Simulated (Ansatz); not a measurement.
System: CH$_{2}$O, charge 0, multiplicity 1. 
Structure (B3LYP-D3(BJ)/def2-TZVP (Ansatz, an electronic-structure program) minimum search):
```xyz
4

C      0.0143    -0.0006    -0.7408
O      0.0072     0.0056     0.5677
H      0.8875     0.2601     0.8874
H     -1.0303    -0.3017    -0.9843
```

Basis-set convergence of Hartree-Fock and MP2 correlation energies (hartree) with Ansatz. Correlated levels leave the core frozen unless marked. No spin-orbit coupling. Non-relativistic.

The Hartree-Fock reference is unstable (checked in the largest basis), which strains HF and MP2. 

```tsv
basis	functions	E(HF)	E(corr, MP2)
def2-SVPD	59	-113.70920	-0.31618
def2-TZVPPD	111	-113.84152	-0.38305
def2-QZVPPD	195	-113.84638	-0.41078
```

Extrapolating the two largest sets (X = 3 and 4) as X^-3: E(corr) = (64·(-0.41078) - 27·(-0.38305))/37 = -0.4310 Eh, an estimate of the basis-set limit. The largest set recovers 95.3 % of it, the smallest 73.4 %.
